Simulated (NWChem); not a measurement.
Species: CH₄NO cation; SMILES [OH+]=CN

```xyz
7

N      0.1804    -1.1064     0.0000
C     -0.4263     0.0395     0.0000
O      0.1193     1.1927     0.0000
H      1.1960    -1.2101     0.0000
H     -0.3668    -1.9672     0.0000
H     -1.5240     0.0589     0.0000
H      1.0933     1.2186     0.0000
```
Atoms are numbered in this order, from 1.

Program: NWChem. All runs use the structure optimised with PBE0/def2-SVP. Level: M05-2X/def2-SVP with SMD (1 M gas to 1 M solution), gas-phase geometry. Reactions with the solvent are ignored.

```tsv
solvent	dielectric constant	solvation free energy (kcal/mol)	cavity-dispersion-structure term (kcal/mol)
water	78.4	-74.6	3.9
dimethyl sulfoxide	46.8	-71.1	1.0
chloroform	4.71	-59.4	1.0
N,N-dimethylformamide	37.2	-71.0	0.7
anisole	4.22	-55.5	0.6
ethyl acetate	5.99	-61.0	0.3
```
